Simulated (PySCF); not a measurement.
## Potential energy of CsSr along the bond

Set-up: PySCF, spin-free X2C with a Gaussian nucleus, basis sets Cs x2c-TZVPall, Sr x2c-TZVPall. Energies in eV from Cs + Sr in their ground configurations at the same level. State: ²Σ⁺ (doublet), unpaired electrons σ ↑.

All columns are PBE0. A positive dipole means Cs(−)Sr(+).

| R (Å) | E (eV) | μ (D) | Mulliken charge on Cs (basis-dependent) | HOMO (eV) | LUMO (eV) | Mayer bond order | ⟨S²⟩ |
| --- | --- | --- | --- | --- | --- | --- | --- |
| 4.218 | -0.083 | -2.38 | 0.10 | -2.55 | -1.30 | 0.66 | 0.76 |
| 4.415 | -0.142 | -2.57 | 0.11 | -2.57 | -1.31 | 0.61 | 0.76 |
| 4.611 | -0.174 | -2.68 | 0.12 | -2.58 | -1.33 | 0.56 | 0.76 |
| 4.758 | -0.184 | -2.72 | 0.13 | -2.60 | -1.34 | 0.53 | 0.76 |
| 4.905 | -0.187 | -2.73 | 0.14 | -2.61 | -1.35 | 0.49 | 0.76 |
| 5.052 | -0.183 | -2.72 | 0.14 | -2.62 | -1.36 | 0.46 | 0.76 |
| 5.248 | -0.172 | -2.66 | 0.14 | -2.64 | -1.37 | 0.41 | 0.76 |
| 5.494 | -0.153 | -2.54 | 0.13 | -2.65 | -1.37 | 0.36 | 0.76 |
| 5.788 | -0.127 | -2.34 | 0.11 | -2.67 | -1.37 | 0.30 | 0.75 |
| 6.180 | -0.093 | -2.00 | 0.09 | -2.68 | -1.37 | 0.23 | 0.75 |

A fit through these points gives, at Re = 4.879 Å, μ = -2.73 D and dμ/dR = -0.0137 D/Å; the reduced mass is 52.91 u.

Q: How strong is the fundamental in the double-harmonic approximation, I = 42.26·(dμ/dR)²/μred km/mol?

A: I = 42.26·(-0.0137)²/52.91 = 0.000150 km/mol at PBE0.

The bond is weak. Basis-set superposition, not corrected here, can be much of De in a small basis, most of all at correlated wavefunction levels. Functionals without a dispersion term scatter widely for such bonds, and LDA overbinds them. Spin–orbit coupling is left out. The state was picked by a PBE0 search and need not be the measured ground state.
